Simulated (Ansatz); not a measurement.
Bond stretch in Si(Me)(OEt)2(H), SMILES CCO[SiH](C)OCC, singlet. The Si1–O15 bond (Si1 also carries C, H, O; O15 carries C) is pulled apart rigidly from the PBE0/def2-SVP optimised geometry. Each curve is given relative to its own lowest point near equilibrium.

```tsv
R / Å	A	B	C	D
1.37	55.4	54.3	55.4	57.8
1.47	20.1	19.3	20.1	21.6
1.57	4.1	3.8	4.1	4.8
1.61	1.4	1.2	1.4	1.8
1.66	0.0	0.0	0.0	0.0
1.72	0.7	1.0	0.7	0.3
1.79	4.0	4.5	4.0	2.9
1.86	9.0	9.8	9.0	7.4
2.02	23.8	25.3	23.8	21.0
2.20	42.1	44.4	42.1	37.9
2.43	63.8	67.0	63.8	57.9
2.76	88.4	92.2	88.2	80.3
3.07	105.4	104.3	101.0	94.7
3.49	121.6	111.6	109.0	104.5
4.12	136.3	115.4	113.8	110.9
4.80	144.7	116.2	115.2	113.4
```

Energies in kcal/mol.

Q: Assign the columns to these levels of theory: restricted B3LYP/def2-SVP (Ansatz, a quantum-chemistry and plane-wave program); unrestricted B3LYP/def2-SVP in Ansatz; unrestricted PBE/def2-SVP run with Ansatz; unrestricted PBE0/def2-SVP in Ansatz.

A: A is RKS-B3LYP; B is UKS-PBE0; C is UKS-B3LYP; D is UKS-PBE.

The unrestricted determinant behind UKS-PBE is spin-contaminated at 3.07 to 4.80 Å (<S²> up to 0.9, against 0.00 for a pure singlet). The unrestricted determinant behind UKS-PBE0, UKS-B3LYP is spin-contaminated at 2.76 to 4.80 Å (<S²> up to 1.0, against 0.00 for a pure singlet). The restricted form behind RKS-B3LYP keeps the bonding electrons paired and can't separate into open-shell fragments.
